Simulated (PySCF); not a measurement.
**Ionisation energy of I(2+) by level of theory**

I(2+) [Kr] 4d10 5s2 5p3 (4S) → I(3+) [Kr] 4d10 5s2 5p2 (3P), as a difference of total energies. Computed with PySCF 2.14 in aug-cc-pVTZ-PP with one added diffuse shell each of d, f type with ECP28MDF (6s5p5d3f, 67 functions), with a scalar-relativistic core potential. Correlated levels: valence: 4s2 4p6 4d10 frozen. The calculations carry no spin-orbit coupling.

```
           method  ionisation energy (eV)  difference from reference (eV)
              UHF                  29.855                          +0.285
    MP2 (valence)                  30.294                          +0.724
SCS-MP2 (valence)                  30.167                          +0.597
   CCSD (valence)                  30.277                          +0.707
CCSD(T) (valence)                  30.300                          +0.730
```

Reference: 29.57 ± 0.025 eV (measured; NIST Atomic Spectra Database, ionization energies).

The reference lies between the lowest fine-structure levels, while these numbers refer to the centres of the terms.

Errors of the correlated levels include the incompleteness of this basis and the frozen core.
